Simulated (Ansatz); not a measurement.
Consider the redistribution: `[GeH3][GeH2][SiH2][GeH2][GeH3]` + `[SiH3][GeH2][GeH2][GeH3]` → `[GeH3][GeH2][GeH2][GeH3]` + `[SiH3][GeH2][SiH2][GeH2][GeH3]`.

Calculated with Ansatz (gas phase, PBE0-D4/def2-TZVP geometries, no zero-point term in ΔE). CBS: MP2 limit from def2 TZ/QZ plus the TZ coupled-cluster correction, frozen cores. DFT in def2-TZVPP. HSE06 is defined as in plane-wave codes. For Ge outer-core shells are correlated without core-valence functions, which leaves a few kJ/mol of doubt a bond. Scalar relativity is left out up to krypton. One conformer a species, not always the lowest.

| species | HSE06-D4 energy (Eh) |
| --- | --- |
| `[GeH3][GeH2][SiH2][GeH2][GeH3]` | -8603.57883 |
| `[SiH3][GeH2][GeH2][GeH3]` | -6525.62241 |
| `[GeH3][GeH2][GeH2][GeH3]` | -8312.99677 |
| `[SiH3][GeH2][SiH2][GeH2][GeH3]` | -6816.20437 |

Q: Work out ΔE.

A: ΔE = (-8312.99677) + (-6816.20437) − (-8603.57883) − (-6525.62241) = 0.00010 Eh = +0.3 kJ/mol. CCSD(T)/CBS gives +0.7 kJ/mol.

Largest T1 diagnostic among the species: 0.012.

Leaving LDA and LC-ωPBE aside and taking each functional with its dispersion term where it has one, the values, not all of them listed here, spread over 0.2 kJ/mol, from r2SCAN-D4 to PBE-QIDH.
